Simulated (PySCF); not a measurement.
iminoborane (BH2N), SMILES N=B.

Geometry: B3LYP-D3(BJ)/def2-TZVPD.

Two levels are set side by side: PBE/def2-TZVPD (PySCF) and HF/def2-TZVPD (PySCF). Same geometry, gas phase. Differences are taken from unrounded values.

| quantity | HF |
|---|---|
| orbital gap (eV) | 13.01 |
| highest occupied level (eV) | -11.68 |
| lowest empty level (eV) | 1.33 |
| dipole moment (D) | 0.45 |
| mean polarisability (bohr³) | 21.6 |

Q: What does PBE give, and how far is it from HF? (The exact figures need the calculation; the answer reports its results.)

A: 
| quantity | PBE | PBE minus HF |
|---|---|---|
| orbital gap (eV) | 6.93 | -6.08 |
| highest occupied level (eV) | -7.26 | 4.42 |
| lowest empty level (eV) | -0.33 | -1.66 |
| dipole moment (D) | 0.09 | -0.37 |
| mean polarisability (bohr³) | 23.6 | 2.0 |

PBE's occupied levels lie high since its potential decays too fast outside the molecule; exact exchange lowers them and widens the gap. PBE's more diffuse valence density responds more strongly to a field. Differences between two approximate levels are no errors against the true value.
